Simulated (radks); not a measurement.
The numbers below are computed, except where a source is named.
Task: Valence configurations of Ho+ (all share [Xe]). Level of theory: scalar-relativistic Kohn-Sham, LDA (Slater exchange, Perdew-Wang correlation), spin-unpolarised, spherical densities, point nucleus (a radial shooting solver on a logarithmic mesh with Libxc functionals). Order these by energy: 4f10 6s1 6p1; 4f9 6p3; 4f9 6s1 6p2; 4f9 5d1 6s1 6p1; 4f8 5d1 6p3; 4f11 6s1; 4f12; 4f11 6p1; 4f10 6s2; 4f10 5d1 6s1.

Result: From the lowest, in eV above it: 4f11 6s1 0.000; 4f12 1.742; 4f11 6p1 3.654; 4f10 6s2 4.066; 4f10 5d1 6s1 5.267; 4f10 6s1 6p1 8.331; 4f9 5d1 6s1 6p1 19.994; 4f9 6s1 6p2 25.763; 4f9 6p3 30.908; 4f8 5d1 6p3 50.164. NIST lists [Xe] 4f11 6s1 as the ground configuration; this level of theory agrees among the configurations tried. The energies are those of spherical spin-averaged densities, not of single terms.
